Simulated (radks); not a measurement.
Question: Tl+, 80 electrons, occupied as [Kr] 4d10 4f14 5s2 5p5.5 5d10 6s2 6p0.5 (fractional occupations, a model configuration). Calculated with a radial shooting solver on a logarithmic mesh with Libxc functionals: Dirac Kohn-Sham, PBE, spin-unpolarised, spherical densities, point nucleus; open shells are shared between the two j in proportion to 2j + 1. Some entries of the table are withheld. Estimate them.

| orbital | occ. | eigenvalue (hartree) | <r> (bohr) |
|---|---|---|---|
| 1s1/2 | 2 | -3142.168 | 0.01631 |
| 2s1/2 | 2 | -559.3237 | 0.06805 |
| 2p1/2 | 2 | -536.8196 | 0.05589 |
| 2p3/2 | 4 | -460.8934 | 0.06468 |
| 3s1/2 | 2 | (1) | 0.1770 |
| 3p1/2 | 2 | -123.6901 | 0.1674 |
| 3p3/2 | 4 | -106.8099 | 0.1835 |
| 3d3/2 | 4 | -90.14476 | 0.1595 |
| 3d5/2 | 6 | -86.54084 | 0.1644 |
| 4s1/2 | 2 | -30.19929 | 0.3914 |
| 4p1/2 | 2 | -25.83977 | 0.3931 |
| 4p3/2 | 4 | -21.73572 | 0.4274 |
| 4d3/2 | 4 | -14.63324 | 0.4333 |
| 4d5/2 | 6 | -13.86764 | 0.4444 |
| 5s1/2 | 2 | -5.20853 | 0.8758 |
| 4f5/2 | 6 | -4.69945 | 0.4641 |
| 4f7/2 | 8 | -4.53029 | 0.4706 |
| 5p1/2 | 1.83333 | -3.74221 | 0.9386 |
| 5p3/2 | 3.66667 | -2.99185 | 1.031 |
| 5d3/2 | 4 | (2) | 1.326 |
| 5d5/2 | 6 | (3) | 1.376 |
| 6s1/2 | 2 | -0.64790 | 2.332 |
| 6p1/2 | 0.166667 | -0.37556 | 2.901 |
| 6p3/2 | 0.333333 | -0.31640 | 3.258 |

Answer: 
(1) 3s1/2 eigenvalue (hartree): -133.8162
(2) 5d3/2 eigenvalue (hartree): -0.98893
(3) 5d5/2 eigenvalue (hartree): -0.90419
